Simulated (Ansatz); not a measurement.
H$_{4}$Si$_{2}$, singlet, geometry from GFN2-xTB; HF/aug-cc-pVDZ (Ansatz, an electronic-structure program).

Input for Ansatz:
Ansatz 0.2 input:
```yaml
crystal:
  periodic: [false, false, false]
  atoms:
    - {symbol: Si, position_ang: [-0.28890628, 0.94648061, 0.77145085]}
    - {symbol: H, position_ang: [0.38260808, 2.12232723, 0.12965429]}
    - {symbol: Si, position_ang: [0.20732861, -0.80767768, -0.59742707]}
    - {symbol: H, position_ang: [0.99631510, -0.86130348, -1.84096251]}
    - {symbol: H, position_ang: [-1.09168725, -1.38838644, -0.98924045]}
    - {symbol: H, position_ang: [0.85485143, -1.81587820, 0.26421584]}
basis:
  gaussian:
    orbitals: aug-cc-pVDZ
hamiltonian:
  xc: hf
```

What the program printed (banner, timings and long lists left out):

```
Functional definition: HF
1112 factors; their error is unknown
mean field evaluation 1: about -15783.9162 eV, gradient 1.2e1 eV
mean field evaluation 2: about -15784.8462 eV, gradient 3.9e0 eV
mean field evaluation 4: about -15784.9803 eV, gradient 2.6e-1 eV
mean field evaluation 8: about -15785.5651 eV, gradient 1.8e-4 eV
mean field -15785.56506602 eV, -580.1088163361 hartree, gradient 1.2e-5 eV, S^2 0.000000; 0 other end points of the search recorded, 0 dependent functions left out
reference -15785.56506602 eV, -580.1088163361 hartree; 16, 16 occupied and 74, 74 virtual orbitals, 1112 factors
Total energy: -15785.56506602 eV, -580.1088163361 hartree
```
